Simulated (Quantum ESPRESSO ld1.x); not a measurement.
Values are calculated unless marked as measured or tabulated.
These are the eigenvalues of the occupied orbitals of an atom or ion with whole-number occupations (eV). Level of theory: scalar-relativistic Kohn-Sham, LDA (Slater exchange, VWN5 correlation), spin-polarised, spherical densities, point nucleus (ld1.x of Quantum ESPRESSO 7.5).

1s up: -92294.0
1s down: -92293.9
2s up: -17965.7
2s down: -17963.3
2p up: -15613.1
2p down: -15611.1
3s up: -5591.82
3s down: -5590.24
3p up: -4918.03
3p down: -4916.35
3d up: -4250.67
3d down: -4248.53
4s up: -2395.52
4s down: -2390.51
4p up: -2153.61
4p down: -2148.70
4d up: -1893.04
4d down: -1888.11

Which element is it, and in what charge state? The configuration may be excited. Open shells, if any, are filled with parallel spins first.

Answer. Z = 83, bismuth, charge +39: Bi39+ in [Kr] 4d8. The list shows which subshells hold electrons but not how many an open one holds; the 1s level, -3391.7 hartree, gives Z - s = 82.4 by -(Z - s)^2/2, which with screening and relativity narrows Z to a few neighbours, and the depths of the outer levels then fix element, charge and occupations together.
